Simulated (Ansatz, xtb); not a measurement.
## Two isomers of C5H7ClN2

We compare a, `CCc1cnc(Cl)[nH]1`, a singlet, with b, `CCn1cncc1Cl`, a singlet. Both are isolated molecules in the gas phase, relaxed with PBE-D3(BJ)/def2-SVP; the shapes shown needn't be the lowest conformers.

a (Å):

```
atom    x (Å)    y (Å)    z (Å)
   C   1.7732  -0.5989  -1.0584
   C   1.8022  -0.1571   0.4138
   C   1.1878   1.1834   0.6631
   C   1.7131   2.3963   1.0901
   C  -0.3577   2.7783   0.7561
  Cl  -1.9236   3.4868   0.6160
   N   0.7424   3.3774   1.1445
   N  -0.1597   1.4542   0.4498
   H   2.3081   0.1286  -1.7010
   H   0.7348  -0.6788  -1.4421
   H   2.2500  -1.5913  -1.1868
   H   1.3017  -0.9274   1.0435
   H   2.8503  -0.1108   0.7728
   H   2.7547   2.6058   1.3648
   H  -0.8757   0.8014   0.1298
```

b (Å):

```xyz
15

C    -1.8399    0.5183    0.5212
C    -0.4306    0.0898    0.9276
C    -0.2603   -2.3551    1.6043
C    -0.6194   -2.2446    3.7243
C    -0.6596   -0.9435    3.2431
Cl   -0.9148    0.5656    4.0325
N    -0.4222   -1.0155    1.8787
N    -0.3687   -3.1090    2.6862
H    -2.4112    0.8697    1.4028
H    -2.3936   -0.3233    0.0595
H    -1.7919    1.3482   -0.2116
H     0.1570   -0.2387    0.0469
H     0.1174    0.9374    1.3878
H    -0.0575   -2.7078    0.5838
H    -0.7545   -2.5773    4.7602
```

Estimate which is lower in electronic energy at CCSD(T)/def2-SVP + ΔMP2/def2-TZVPP, and by roughly how much.

The CCSD(T)/def2-SVP + ΔMP2/def2-TZVPP calculation puts structure a lower, by 4.6 kcal/mol.

Level by level:

| level | geometry | E(b) − E(a) (kcal/mol) | departure from the last row (kcal/mol) | job, with rough time for the two |
| --- | --- | --- | --- | --- |
| GFN2-xTB | GFN2-xTB | −1.7 | −6.4 | optimisation, 0.14 s |
| HF/STO-3G | GFN2-xTB | +2.0 | −2.6 | single point, 0.36 s |
| r2SCAN-D4/def2-SVP | GFN2-xTB | +4.9 | +0.3 | single point, 3.9 s |
| PBE-D3(BJ)/def2-SVP | PBE-D3(BJ)/def2-SVP | +4.9 | +0.3 | optimisation, 29 s |
| HF/def2-SVP | PBE-D3(BJ)/def2-SVP | +5.6 | +1.0 | part of the CCSD(T) run |
| MP2/def2-SVP | PBE-D3(BJ)/def2-SVP | +4.8 | +0.2 | part of the CCSD(T) run |
| CCSD(T)/def2-SVP | PBE-D3(BJ)/def2-SVP | +4.4 | −0.2 | single point |
| CCSD(T)/def2-SVP + ΔMP2/def2-TZVPP | PBE-D3(BJ)/def2-SVP | +4.6 |  | single point, 94 s |

As drawn, b has 1 C–N, 1 C–H in place of 1 C–C, 1 N–H.

GFN2-xTB puts the two in the other order. The largest departure from CCSD(T)/def2-SVP + ΔMP2/def2-TZVPP is that of GFN2-xTB, 6.4 kcal/mol. The last row adds to CCSD(T) the change of the MP2 difference between the two basis sets, here +0.2 kcal/mol.

With thermal terms from frequencies at re-optimised GFN2-xTB minima (ideal gas, soft modes damped towards free rotors, one conformer each, 298.15 K, 1 atm): on the last row, ΔE + ΔZPE = +4.6, ΔH = +4.5, ΔG = +4.8 kcal/mol.

The correlated steps freeze 12 core orbitals. Codes used: Ansatz 0.2.0, xtb 6.7.1; the last row on 4 threads of Arm Neoverse V2 on a shared host.
